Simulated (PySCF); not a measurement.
A structure optimised at B3LYP-D3(BJ)/def2-SVP, used in a PySCF frequency run:

```xyz
13

Si    -1.6314     0.8517     0.5050
C     -3.0446    -0.3545     0.7616
O     -0.2646     0.0275     0.0693
Al     1.3393    -0.2676    -0.3745
O      1.8991    -1.8412    -0.6814
O      2.4161     1.0343    -0.5171
H     -1.3840     1.6088     1.7697
H     -1.9955     1.8287    -0.5660
H     -3.2546    -0.9174    -0.1622
H     -2.8048    -1.0788     1.5568
H     -3.9645     0.1797     1.0524
H      1.3552    -2.6314    -0.6231
H      3.3386     0.9279    -0.7656
```
Charge 0, spin multiplicity 1.

Task: Write its SMILES and formula.

Result: C[SiH2][O][Al]([OH])[OH], CH7AlO3Si

Task: What are its rotational constants (standard atomic weights)?

Result: 4.6945, 1.0419, 0.86598 GHz
